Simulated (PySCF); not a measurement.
Tetramethylcyclopentadiene, C9H14.
SMILES with atom numbers: `[CH3:1][C:2]1=[C:3]([CH3:4])[C:5]([CH3:6])=[C:7]([CH3:8])[CH2:9]1` (hydrogens: H10, H11, H12 on C1; H13, H14, H15 on C4; H16, H17, H18 on C6; H19, H20, H21 on C8; H22, H23 on C9)

The same species was optimised twice, with GFN2-xTB and with PBE0-D3(BJ)/def2-SVP (PySCF), and the same property calculations (PySCF, gas phase) were run on both structures.

| coordinate | GFN2-xTB | PBE0-D3(BJ)/def2-SVP | change |
| --- | --- | --- | --- |
| C3–C5 (Å) | 1.466 | 1.479 | +0.013 |
| C2=C3 (Å) | 1.345 | 1.356 | +0.011 |
| C5=C7 (Å) | 1.345 | 1.356 | +0.011 |
| C7–C9 (Å) | 1.501 | 1.500 | -0.001 |
| C2–C9 (Å) | 1.501 | 1.500 | -0.001 |
| C7–C8 (Å) | 1.490 | 1.489 | -0.001 |
| C1–C2 (Å) | 1.490 | 1.489 | -0.001 |
| C3–C4 (Å) | 1.491 | 1.492 | +0.001 |
| C5–C6 (Å) | 1.492 | 1.492 | 0.000 |
| C1–C2–C9 (°) | 120.9 | 122.5 | +1.6 |
| C8–C7–C9 (°) | 120.9 | 122.5 | +1.6 |
| C2–C9–C7 (°) | 103.3 | 104.8 | +1.5 |
| C1–C2–C3 (°) | 130.1 | 129.1 | -1.0 |
| C5–C7–C8 (°) | 130.1 | 129.2 | -0.9 |
| C5–C7–C9 (°) | 109.0 | 108.3 | -0.7 |
| C3–C2–C9 (°) | 109.0 | 108.3 | -0.7 |
| C4–C3–C5 (°) | 122.0 | 122.5 | +0.5 |

Rotational constants: A = 2203, B = 1484, C = 911.5 MHz (GFN2-xTB) against A = 2209, B = 1456, C = 902.0 MHz (PBE0-D3(BJ)/def2-SVP). Point groups within 0.08 Å: C2v and C2v. Atoms that the bonding makes alike are paired by their places after alignment.

On the GFN2-xTB structure: HOMO (eV) -5.47 [PBE0/pcSseg-1]; LUMO (eV) 0.04 [PBE0/pcSseg-1]; dipole (D) 0.15 [PBE0/pcSseg-1]; GIAO shielding of C1/C8 (mean) (ppm) 171.0 [PBE0/pcSseg-1]; GIAO shielding of C2/C7 (mean) (ppm) 46.5 [PBE0/pcSseg-1]; GIAO shielding of C3/C5 (mean) (ppm) 43.7 [PBE0/pcSseg-1]; GIAO shielding of C4/C6 (mean) (ppm) 173.4 [PBE0/pcSseg-1]; GIAO shielding of C9 (ppm) 134.4 [PBE0/pcSseg-1].

Task: What do these properties become on the PBE0-D3(BJ)/def2-SVP structure?

Result: 
| property | level | on GFN2-xTB | on PBE0-D3(BJ)/def2-SVP | change |
| --- | --- | --- | --- | --- |
| HOMO (eV) | PBE0/pcSseg-1 | -5.47 | -5.49 | -0.02 |
| LUMO (eV) | PBE0/pcSseg-1 | 0.04 | -0.06 | -0.10 |
| dipole (D) | PBE0/pcSseg-1 | 0.15 | 0.15 | 0.00 |
| energy, GFN2-xTB geometry as zero (kcal/mol) | PBE0/pcSseg-1 | 0.0 | -0.7 | -0.7 |
| GIAO shielding of C1/C8 (mean) (ppm) | PBE0/pcSseg-1 | 171.0 | 169.6 | -1.4 |
| GIAO shielding of C2/C7 (mean) (ppm) | PBE0/pcSseg-1 | 46.5 | 45.3 | -1.2 |
| GIAO shielding of C3/C5 (mean) (ppm) | PBE0/pcSseg-1 | 43.7 | 40.6 | -3.1 |
| GIAO shielding of C4/C6 (mean) (ppm) | PBE0/pcSseg-1 | 173.4 | 171.6 | -1.8 |
| GIAO shielding of C9 (ppm) | PBE0/pcSseg-1 | 134.4 | 133.8 | -0.6 |

The heavy atoms differ by 0.016 Å rms after alignment. Among bonds between heavy atoms C3–C5 changes most (+0.013 Å). Changes are differences of the printed values. Neither structure is proved a minimum here.
